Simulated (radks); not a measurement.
Values are calculated unless marked as measured or tabulated.
Problem. These are the eigenvalues of the occupied orbitals of an atom or ion with whole-number occupations (eV). Code: a radial shooting solver on a logarithmic mesh with Libxc functionals. Model: Dirac Kohn-Sham, PBE, spin-unpolarised, spherical densities, point nucleus.

orbital  eigenvalue
1s1/2     -13352.85
2s1/2     -1771.100
2p1/2     -1598.794
2p3/2     -1551.280
3s1/2     -276.4227
3p1/2     -216.4863
3p3/2     -209.6406
3d3/2     -105.6812
3d5/2     -104.5897
4s1/2      -54.1940
4p1/2      -40.3765
4p3/2      -39.6451

Which element is it, and in what charge state? The configuration may be excited. Open shells, if any, are shared by 2j + 1.

Solution. Z = 35, bromine, charge +3: Br3+ in [Ar] 3d10 4s2 4p2. The list shows which subshells hold electrons but not how many an open one holds; the 1s level, -490.71 hartree, gives Z - s = 31.3 by -(Z - s)^2/2, which with screening and relativity narrows Z to a few neighbours, and the depths of the outer levels then fix element, charge and occupations together.
